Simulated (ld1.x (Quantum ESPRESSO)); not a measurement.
## Scattering properties, TM potential for technetium (Tc)

| Quantity | Value |
| --- | --- |
| Element | technetium (Tc) |
| Generator | ld1.x (Quantum ESPRESSO) 7.5 |
| Type | norm-conserving Troullier–Martins (Kleinman–Bylander form) |
| Functional | PBE |
| Relativity | fully relativistic |
| Frozen core | [Ar] 3d10 4s2 |
| Valence charge | 13 |
| Reference configuration | 4p6 4d5 5s2 5p0 |
| Partial waves | 5s (bound): rc 2.00 bohr; 4p (bound): rc 1.35 bohr; 4d (bound): rc 1.25 bohr |
| Local potential | the d channel |
| Core correction | none |

Open shells are filled in proportion to 2j + 1 (rel_dist='average').

The phase is arctan(r·u′/u) with u = r·R(r), unwrapped; energies in Ry, scanned from -5 to 5 Ry. A pole is an energy at which the radial function vanishes at the test radius. The pseudo phase is shifted by a multiple of π to meet the all-electron one at the reference energy, and phase errors are pseudo minus all-electron; the curves can meet again beyond the range given. Levels narrower than the energy grid can be missing from the lists of poles.

Task: For each channel, where are the poles, and over which energies does the pseudopotential scatter like the atom?

Result:

```tsv
channel	radius (bohr)	reference energy (Ry)	poles, all-electron	poles, pseudo	unbroken range about the reference energy with phases within 0.05 rad	phase error 1 Ry above the reference energy (rad)
s	2.19	-0.37	none	2.64	-4.7 to 0.4	-0.097
p1/2	2.19	-3.48	-3.22	-3.22	the whole range	-0.000
p3/2	2.19	-3.26	-2.96	-2.96	the whole range	-0.000
d3/2	2.19	-0.50	0.40	0.43	the whole range	+0.006
d5/2	2.19	-0.48	0.44	0.43	below 3.8	-0.004
```

Note: ghost state, extra bound levels that the all-electron valence spectrum of the same l lacks: s at -80.7 eV. A true bound ghost makes a file unfit for plane-wave use.

Phases in the d5/2 channel:

| E (Ry) | all-electron | pseudo |
| --- | --- | --- |
| -5.00 | 1.356 | 1.356 |
| -4.74 | 1.349 | 1.349 |
| -4.48 | 1.342 | 1.342 |
| -4.22 | 1.333 | 1.333 |
| -3.96 | 1.324 | 1.324 |
| -3.70 | 1.313 | 1.313 |
| -3.44 | 1.301 | 1.300 |
| -3.18 | 1.286 | 1.286 |
| -2.92 | 1.268 | 1.268 |
| -2.66 | 1.247 | 1.246 |
| -2.40 | 1.220 | 1.219 |
| -2.14 | 1.184 | 1.183 |
| -1.88 | 1.134 | 1.133 |
| -1.62 | 1.060 | 1.057 |
| -1.36 | 0.935 | 0.931 |
| -1.10 | 0.692 | 0.681 |
| -0.84 | 0.141 | 0.114 |
| -0.58 | -0.689 | -0.716 |
| -0.32 | -1.168 | -1.182 |
| -0.06 | -1.384 | -1.392 |
| 0.20 | -1.500 | -1.506 |
| 0.46 | -1.575 | -1.579 |
| 0.72 | -1.628 | -1.632 |
| 0.98 | -1.671 | -1.675 |
| 1.24 | -1.709 | -1.713 |
| 1.50 | -1.744 | -1.748 |
| 1.76 | -1.778 | -1.783 |
| 2.02 | -1.814 | -1.820 |
| 2.28 | -1.854 | -1.861 |
| 2.54 | -1.900 | -1.909 |
| 2.80 | -1.956 | -1.967 |
| 3.06 | -2.026 | -2.042 |
| 3.32 | -2.121 | -2.144 |
| 3.58 | -2.254 | -2.290 |
| 3.84 | -2.451 | -2.509 |
| 4.10 | -2.745 | -2.834 |
| 4.36 | -3.142 | -3.253 |
| 4.62 | -3.554 | -3.652 |
| 4.88 | -3.873 | -3.945 |
